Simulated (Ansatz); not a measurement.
Compare A (`C=[C]1[CH2][GeH]1[NH2]`) with its isomer B (`[CH3][GeH]([CH3])[C]#N`).

Calculated with Ansatz (gas phase, PBE0-D4/def2-TZVP geometries, no zero-point term in ΔE). CCSD(T)/CBS adds triple-zeta CCSD(T) − MP2 to the extrapolated MP2 energy (def2 sets, frozen cores). Functionals use def2-TZVPP. For Ge outer-core shells are correlated without core-valence functions, which leaves a few kJ/mol of doubt a bond. Scalar relativity is left out up to krypton. Each species was taken in one conformer, which may not be the lowest.

(1) Which isomer does CCSD(T)/CBS put lower? Give the gap. (An estimate is asked.)

(2) Give E(B) − E(A) in kJ/mol with ωB97M-V, r2SCAN-D4, CCSD(T)/def2-TZVPP, MP2/def2-TZVPP, HF/def2-TZVPP, PBE-D4, PBE0-D4. (An estimate is asked.)

Largest T1 diagnostic: 0.012.

Answers

(1) Ansatz gave: B, by 206.8 kJ/mol.

(2) The calculation gave: ωB97M-V -209.7, r2SCAN-D4 -194.4, CCSD(T)/def2-TZVPP -223.0, MP2/def2-TZVPP -225.7, HF/def2-TZVPP -253.5, PBE-D4 -180.4, PBE0-D4 -186.3. None reverses the order clearly.

In def2-TZVPP, CCSD(T) changes the Hartree–Fock value by +30.5 kJ/mol (the triples alone add +4.8 kJ/mol) and MP2 by +27.8 kJ/mol. From PBE to PBE0 (25 % exact exchange), in def2-TZVPP and without D4, E(B) − E(A) moves by −5.6 kJ/mol.
